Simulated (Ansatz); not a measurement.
Harmonic frequencies (cm⁻¹) at PBE0-D4/def2-TZVP from Ansatz: 82, 126, 150, 172, 204, 211, 352, 472, 734, 796, 814, 2418.

Each molecule was computed in one conformer, which needn't be the lowest.

(1) Which molecule is it?
A. `[F][Ti]([F])([F])[SeH]`
B. `[F][Ti]([F])([F])[SH]`
C. `[F][Ti]([F])([SH])[Cl]`
D. `[F][Ti]([Cl])([Cl])[Cl]`

Answers

(1) A.
